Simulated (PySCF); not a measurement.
Species: C4H5F2S (charge -1).
SMILES with atom numbers: `[F:1][CH:2]([F:3])[C:4]1([S-:5])[CH2:6][CH2:7]1` (hydrogens: H8 on C2; H9, H10 on C6; H11, H12 on C7)

Structure optimised with GFN2-xTB, isolated species.

Question: Give the optimised bond lengths and angles.

Answer: 
```json
{"bond": "F1–C2, C2–F3", "length (Å)": "1.375"}
{"bond": "C2–C4", "length (Å)": "1.506"}
{"bond": "C4–S5", "length (Å)": "1.773"}
{"bond": "C4–C6, C4–C7", "length (Å)": "1.510"}
{"bond": "C6–C7", "length (Å)": "1.499"}
{"bond": "C2–H8", "length (Å)": "1.098"}
{"bond": "C6–H9, C7–H12", "length (Å)": "1.080"}
{"bond": "C6–H10, C7–H11", "length (Å)": "1.083"}
```

Bonds in one row agree within 0.01 Å and their mean is given. A selection of angles:
```json
{"angle": "F1–C2–F3", "degrees": "103.3"}
{"angle": "F1–C2–C4", "degrees": "113.3"}
{"angle": "F1–C2–H8", "degrees": "107.2"}
{"angle": "C4–C2–H8", "degrees": "110.9"}
{"angle": "C2–C4–S5", "degrees": "111.0"}
{"angle": "C2–C4–C6", "degrees": "117.9"}
{"angle": "S5–C4–C6", "degrees": "121.0"}
{"angle": "C6–C4–C7", "degrees": "59.5"}
{"angle": "C4–C6–C7", "degrees": "60.2"}
{"angle": "C4–C6–H9", "degrees": "116.3"}
{"angle": "C4–C6–H10", "degrees": "119.1"}
{"angle": "C7–C6–H9", "degrees": "118.0"}
{"angle": "C7–C6–H10", "degrees": "118.5"}
{"angle": "H9–C6–H10", "degrees": "114.3"}
{"angle": "C6–C7–H11", "degrees": "118.4"}
{"angle": "C4–C7–H11", "degrees": "118.5"}
{"angle": "C4–C7–H12", "degrees": "116.8"}
```

Dihedral angles: F1–C2–C4–S5 -107° (anticlinal); C2–C4–C6–C7 -107° (anticlinal); C2–C4–C7–C6 108° (anticlinal). The mirror-image conformer, all signs reversed, is as good.

Of the pairs four or more bonds apart, F3···H10 is among the closest relative to their van der Waals radii: 2.43 Å, 91 % of the sum of Bondi's values. The 3-membered ring C4–C6–C7 has internal angles of 59.5° to 60.3°.

Point group: C1 (no symmetry element, even within 0.4 Å). GFN2-xTB frequencies: not computed here.
